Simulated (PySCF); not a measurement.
Isomers of H8Si4. Isolated molecules, 0 K electronic values unless said otherwise. One relaxed conformer stands for each flexible species; it need not be the lowest. Strings in code marks are SMILES.

All values below come from PBE0-D3(BJ)/def2-TZVP in PySCF 2.14.0. 

| species | HOMO–LUMO gap (eV) | LUMO (eV) |
|---|---|---|
| `[SiH3]/[SiH]=[SiH]/[SiH3]` | 3.90 | -2.11 |
| `[SiH3]/[SiH]=[SiH]\[SiH3]` | (withheld) | -2.10 |
| `[SiH2]1[SiH2][SiH2][SiH2]1` | 6.07 | (withheld) |
| `[SiH2]=[Si]([SiH3])[SiH3]` | (withheld) | -2.05 |
| `[SiH3][SiH]1[SiH2][SiH2]1` | 5.67 | -1.17 |
| `[SiH2]=[SiH][SiH2][SiH3]` (Si–Si–Si–Si torsion 96°) | 3.88 | -2.16 |

Question: What belongs in the gaps?

Answer: 
- `[SiH3]/[SiH]=[SiH]\[SiH3]`, HOMO–LUMO gap (eV): 3.92
- `[SiH2]1[SiH2][SiH2][SiH2]1`, LUMO (eV): -1.50
- `[SiH2]=[Si]([SiH3])[SiH3]`, HOMO–LUMO gap (eV): 4.00
